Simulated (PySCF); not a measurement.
H2W, SMILES [WH2] (connectivity only; charge and spin as stated), neutral, multiplicity 5. Atoms are numbered in the order given.

```xyz
3

W      0.0000     0.0000    -0.0252
H      0.0000     1.4229     0.9342
H      0.0000    -1.4229     0.9342
```
Charge 0, spin multiplicity 5.

Geometry optimised at PBE-D3(BJ)/def2-TZVPD. The spin state was assumed, not searched. The def2 effective core potentials stand for the cores of W; spin–orbit coupling is left out.

The numbers are results of TDA-PBE0/def2-TZVPD (PySCF), not measurements.

Vertical excitations. Gas-phase values at a fixed geometry.

| state | energy (eV) | λ (nm) | f | main pairs |
|---|---|---|---|---|
| root 1 | 1.96 | 633 | 0.001 | α HOMO−2→LUMO 73 %, α HOMO−3→LUMO 26 % |
| root 2 | 1.98 | 626 | 0.007 | α HOMO−1→LUMO 97 % |
| root 3 | 1.98 | 626 | 0.000 | α HOMO→LUMO 97 % |
| root 4 | 2.27 | 546 | 0.003 | α HOMO−3→LUMO 73 %, α HOMO−2→LUMO 26 % |
| root 5 | 2.55 | 486 | 0.000 | α HOMO−1→LUMO+1 97 % |
| root 6 | 2.58 | 480 | 0.007 | α HOMO→LUMO+1 96 % |
| root 7 | 2.62 | 473 | 0.004 | α HOMO−2→LUMO+1 95 % |
| root 8 | 3.13 | 396 | 0.054 | α HOMO−3→LUMO+1 89 % |
| root 9 | 3.51 | 353 | 0.023 | α HOMO−1→LUMO+2 97 % |
| root 10 | 3.57 | 347 | 0.067 | α HOMO→LUMO+2 90 % |
Unrestricted roots are not spin-pure.
